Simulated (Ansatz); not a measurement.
`COc1ccc(-c2ccc(-c3ccc(-c4ccc(-c5ccc(-c6ccc(-c7ccc(-c8ccc(C(F)=C(F)F)cc8)cc7)cc6)cc5)cc4)cc3)cc2)cc1`. Charge 0, multiplicity 3. Geometry r2SCAN-D4/def2-SVP, that of the neutral singlet; atoms count from 1.

Cartesian coordinates in Å:
```
C -8.619 7.826 14.657
O -9.026 6.649 13.995
C -8.290 6.219 12.942
C -8.730 5.037 12.321
C -8.040 4.519 11.234
C -6.887 5.152 10.722
C -6.156 4.598 9.564
C -6.829 3.913 8.533
C -6.140 3.390 7.442
C -4.744 3.528 7.324
C -4.013 2.974 6.166
C -4.427 1.781 5.542
C -3.737 1.258 4.453
C -2.599 1.903 3.930
C -1.866 1.348 2.775
C -1.249 2.188 1.827
C -0.556 1.664 0.740
C -0.443 0.274 0.546
C 0.296 -0.283 -0.606
C -0.096 -1.493 -1.211
C 0.602 -2.018 -2.295
C 1.727 -1.359 -2.829
C 2.469 -1.917 -3.977
C 2.596 -3.308 -4.159
C 3.298 -3.833 -5.241
C 3.907 -2.994 -6.194
C 4.655 -3.551 -7.339
C 5.775 -2.885 -7.874
C 6.481 -3.410 -8.953
C 6.102 -4.628 -9.550
C 6.851 -5.185 -10.694
C 7.463 -4.348 -11.647
C 8.170 -4.871 -12.725
C 8.297 -6.265 -12.897
C 9.051 -6.750 -14.045
F 9.604 -5.802 -14.829
C 9.275 -8.016 -14.448
F 8.822 -9.089 -13.831
F 9.979 -8.324 -15.512
C 7.690 -7.112 -11.945
C 6.985 -6.577 -10.873
C 4.982 -5.295 -9.016
C 4.275 -4.769 -7.938
C 3.779 -1.603 -6.013
C 3.077 -1.078 -4.931
C 2.118 -0.148 -2.225
C 1.420 0.377 -1.141
C -1.060 -0.567 1.493
C -1.755 -0.043 2.580
C -2.186 3.098 4.551
C -2.875 3.619 5.643
C -4.070 4.213 8.353
C -4.758 4.732 9.447
C -6.464 6.332 11.357
C -7.147 6.869 12.452
H -9.338 7.989 15.470
H -8.633 8.700 13.982
H -7.606 7.722 15.086
H -9.615 4.538 12.725
H -8.384 3.583 10.784
H -7.918 3.823 8.569
H -6.702 2.897 6.643
H -5.297 1.244 5.932
H -4.096 0.337 3.983
H -1.349 3.273 1.925
H -0.124 2.347 0.003
H -0.988 -2.012 -0.848
H 0.246 -2.940 -2.763
H 2.170 -3.989 -3.417
H 3.411 -4.918 -5.328
H 6.122 -1.958 -7.409
H 7.370 -2.886 -9.315
H 7.358 -3.263 -11.558
H 8.623 -4.198 -13.454
H 7.778 -8.196 -12.033
H 6.548 -7.258 -10.137
H 4.635 -6.223 -9.480
H 3.387 -5.293 -7.575
H 4.204 -0.922 -6.755
H 2.964 0.007 -4.844
H 3.009 0.371 -2.588
H 1.777 1.298 -0.672
H -0.960 -1.651 1.396
H -2.188 -0.725 3.317
H -1.297 3.617 4.183
H -2.536 4.558 6.091
H -2.980 4.304 8.316
H -4.196 5.220 10.248
H -5.591 6.868 10.971
H -6.786 7.795 12.902
```

Single mean-field runs in def2-SVP are fitted with def2-universal-jkfit. At PBE0-D4/def2-SVP a singlet of charge 0 lies 2.93 eV below the triplet at the same geometry.

Problem. Estimate the Mulliken populations of the heavy atoms from the PBE0/def2-SVP orbitals of Ansatz.

Solution. 
```json
{"atom": "C1", "charge (e)": "0.11", "spin (α − β)": "0.00"}
{"atom": "O2", "charge (e)": "-0.34", "spin (α − β)": "0.00"}
{"atom": "C3", "charge (e)": "0.22", "spin (α − β)": "0.00"}
{"atom": "C4", "charge (e)": "-0.04", "spin (α − β)": "0.00"}
{"atom": "C5", "charge (e)": "-0.03", "spin (α − β)": "0.00"}
{"atom": "C6", "charge (e)": "0.03", "spin (α − β)": "0.00"}
{"atom": "C7", "charge (e)": "0.04", "spin (α − β)": "0.00"}
{"atom": "C8", "charge (e)": "-0.04", "spin (α − β)": "0.00"}
{"atom": "C9", "charge (e)": "-0.03", "spin (α − β)": "0.00"}
{"atom": "C10", "charge (e)": "0.03", "spin (α − β)": "0.00"}
{"atom": "C11", "charge (e)": "0.03", "spin (α − β)": "0.00"}
{"atom": "C12", "charge (e)": "-0.03", "spin (α − β)": "0.00"}
{"atom": "C13", "charge (e)": "-0.03", "spin (α − β)": "0.00"}
{"atom": "C14", "charge (e)": "0.03", "spin (α − β)": "0.00"}
{"atom": "C15", "charge (e)": "0.04", "spin (α − β)": "0.00"}
{"atom": "C16", "charge (e)": "-0.03", "spin (α − β)": "0.00"}
{"atom": "C17", "charge (e)": "-0.03", "spin (α − β)": "0.00"}
{"atom": "C18", "charge (e)": "0.04", "spin (α − β)": "0.00"}
{"atom": "C19", "charge (e)": "0.04", "spin (α − β)": "0.02"}
{"atom": "C20", "charge (e)": "-0.03", "spin (α − β)": "-0.01"}
{"atom": "C21", "charge (e)": "-0.03", "spin (α − β)": "0.01"}
{"atom": "C22", "charge (e)": "0.04", "spin (α − β)": "-0.02"}
{"atom": "C23", "charge (e)": "0.03", "spin (α − β)": "0.07"}
{"atom": "C24", "charge (e)": "-0.03", "spin (α − β)": "-0.03"}
{"atom": "C25", "charge (e)": "-0.03", "spin (α − β)": "0.05"}
{"atom": "C26", "charge (e)": "0.04", "spin (α − β)": "-0.05"}
{"atom": "C27", "charge (e)": "0.03", "spin (α − β)": "0.23"}
{"atom": "C28", "charge (e)": "-0.03", "spin (α − β)": "-0.09"}
{"atom": "C29", "charge (e)": "-0.03", "spin (α − β)": "0.16"}
{"atom": "C30", "charge (e)": "0.03", "spin (α − β)": "-0.05"}
{"atom": "C31", "charge (e)": "0.03", "spin (α − β)": "0.48"}
{"atom": "C32", "charge (e)": "-0.03", "spin (α − β)": "0.04"}
{"atom": "C33", "charge (e)": "-0.02", "spin (α − β)": "0.09"}
{"atom": "C34", "charge (e)": "-0.04", "spin (α − β)": "0.40"}
{"atom": "C35", "charge (e)": "0.19", "spin (α − β)": "-0.04"}
{"atom": "F36", "charge (e)": "-0.20", "spin (α − β)": "0.01"}
{"atom": "C37", "charge (e)": "0.34", "spin (α − β)": "0.49"}
{"atom": "F38", "charge (e)": "-0.15", "spin (α − β)": "0.03"}
{"atom": "F39", "charge (e)": "-0.14", "spin (α − β)": "0.04"}
{"atom": "C40", "charge (e)": "-0.03", "spin (α − β)": "0.17"}
{"atom": "C41", "charge (e)": "-0.03", "spin (α − β)": "-0.05"}
{"atom": "C42", "charge (e)": "-0.03", "spin (α − β)": "0.15"}
{"atom": "C43", "charge (e)": "-0.03", "spin (α − β)": "-0.09"}
{"atom": "C44", "charge (e)": "-0.03", "spin (α − β)": "0.05"}
{"atom": "C45", "charge (e)": "-0.03", "spin (α − β)": "-0.03"}
{"atom": "C46", "charge (e)": "-0.03", "spin (α − β)": "0.01"}
{"atom": "C47", "charge (e)": "-0.03", "spin (α − β)": "-0.01"}
{"atom": "C48", "charge (e)": "-0.03", "spin (α − β)": "0.00"}
{"atom": "C49", "charge (e)": "-0.03", "spin (α − β)": "0.00"}
{"atom": "C50", "charge (e)": "-0.03", "spin (α − β)": "0.00"}
{"atom": "C51", "charge (e)": "-0.03", "spin (α − β)": "0.00"}
{"atom": "C52", "charge (e)": "-0.03", "spin (α − β)": "0.00"}
{"atom": "C53", "charge (e)": "-0.04", "spin (α − β)": "0.00"}
{"atom": "C54", "charge (e)": "-0.04", "spin (α − β)": "0.00"}
{"atom": "C55", "charge (e)": "-0.11", "spin (α − β)": "0.00"}
```
Mulliken values depend strongly on the basis.

Problem. Where does the spin sit?

Solution. Summed by element: C 1.95, O 0.00, F 0.08, H -0.03, of 2 unpaired in all. Largest on single atoms: C37 0.49, C31 0.48, C34 0.40.

Problem. And the Mayer bond orders between heavy atoms (over 0.3, the first 40 of 62)?

Solution. C1–O2 0.95 (1.41 Å); O2–C3 1.11 (1.35 Å); C3–C4 1.35 (1.41 Å); C3–C55 1.31 (1.40 Å); C4–C5 1.42 (1.39 Å); C5–C6 1.34 (1.41 Å); C6–C7 1.02 (1.48 Å); C6–C54 1.39 (1.40 Å); C7–C8 1.36 (1.41 Å); C7–C53 1.36 (1.41 Å); C8–C9 1.41 (1.39 Å); C9–C10 1.36 (1.41 Å); C10–C11 1.01 (1.48 Å); C10–C52 1.36 (1.41 Å); C11–C12 1.36 (1.41 Å); C11–C51 1.36 (1.41 Å); C12–C13 1.41 (1.39 Å); C13–C14 1.36 (1.41 Å); C14–C15 1.01 (1.48 Å); C14–C50 1.36 (1.41 Å); C15–C16 1.36 (1.41 Å); C15–C49 1.36 (1.41 Å); C16–C17 1.41 (1.39 Å); C17–C18 1.36 (1.41 Å); C18–C19 1.02 (1.48 Å); C18–C48 1.36 (1.41 Å); C19–C20 1.36 (1.41 Å); C19–C47 1.36 (1.41 Å); C20–C21 1.41 (1.39 Å); C21–C22 1.36 (1.41 Å); C22–C23 1.02 (1.48 Å); C22–C46 1.36 (1.41 Å); C23–C24 1.35 (1.41 Å); C23–C45 1.35 (1.41 Å); C24–C25 1.42 (1.39 Å); C25–C26 1.35 (1.41 Å); C26–C27 1.04 (1.48 Å); C26–C44 1.35 (1.41 Å); C27–C28 1.31 (1.41 Å); C27–C43 1.31 (1.41 Å).
